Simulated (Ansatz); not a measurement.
Several settings on one geometry of Mg₈O₈ (started as a model of: 2x2x4 MgO rock-salt block) (that of the charge 0 singlet, r2SCAN-D4/def2-SVP). Ansatz on 4 threads of Arm Neoverse V2 on a shared host; times are rough.

Cartesian coordinates in Å:
```
Mg -0.936 -0.929 -2.877
O -1.087 -1.081 -0.958
Mg -1.034 -1.031 0.976
O -1.014 -1.012 2.940
O -1.016 1.016 -2.938
Mg -1.032 1.035 -0.974
O -1.080 1.086 0.960
Mg -0.926 0.933 2.879
O 1.009 -1.017 -2.940
Mg 1.030 -1.035 -0.976
O 1.082 -1.086 0.958
Mg 0.932 -0.932 2.877
Mg 0.930 0.928 -2.879
O 1.085 1.081 -0.960
Mg 1.036 1.031 0.974
O 1.020 1.013 2.938
```

Totals from different functionals, basis sets or treatments of relativity can't be compared as stabilities.

The 6-31G sets use Cartesian d functions. Correlated methods freeze 16 core orbitals; core or outer-core shells of Mg are correlated, in sets that lack core-valence functions.

Scalar relativity in a set contracted without it gives distorted totals.

The spins typed aren't always the lowest for that charge.

**Question.** Give the basis size and estimate the energy, ⟨S²⟩ and time of these runs.

```json
{"run": "1", "method": "RKS B2PLYP/6-31++G**", "charge": "0", "state": "singlet", "further keys": "scf: {lower_state_search: full}"}
{"run": "2", "method": "RKS B2PLYP/cc-pVDZ", "charge": "0", "state": "singlet", "further keys": "fitting: {mean_field: def2-universal-jkfit}; pseudopotentials: {relativity: scalar}; scf: {lower_state_search: light}"}
{"run": "3", "method": "ROKS B97M-V/def2-SVP", "charge": "0", "state": "triplet", "further keys": "nuclear_model: gaussian; scf: {omitted_lower_state_checks: [starts]}; forces asked"}
```

**Answer.** 
| run | functions | energy (Eh) | ⟨S²⟩ | wall time |
| --- | --- | --- | --- | --- |
| 1 | 336 | -2201.9264 | – | 58 s |
| 2 | 256 | -2204.6639 | – | 30 s |
| 3 | 256 | -2201.6585 | – | 2.5 min |
